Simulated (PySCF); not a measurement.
Acid–base and redox partners of CC#C. Isolated molecules, 0 K electronic values unless said otherwise. Strings in code marks are SMILES.

Quantity: electronic energy of isomers of C3H3 (charge -1) relative to `[C-]#CC`, in kcal/mol. Levels without diffuse functions put anions too high.

Case: `C#C[CH2-]` (not the most acidic site). Geometry of `C#C[CH2-]` (charge -1, multiplicity 1, Å):

```xyz
6

C      1.5870    -0.3194     0.0130
C      0.3273    -0.1280     0.0029
C     -1.0187    -0.0628    -0.0075
H      2.2845     0.5199     0.0146
H     -1.5816    -0.0459    -0.9380
H     -1.5956    -0.0375     0.9142
```

Task: Give the electronic energy of isomers of C3H3 (charge -1) relative to `[C-]#CC` at the level frozen-core MP2/6-31G* // PBE0-D3(BJ)/def2-TZVPD (PySCF).

Result: 4.95 kcal/mol.
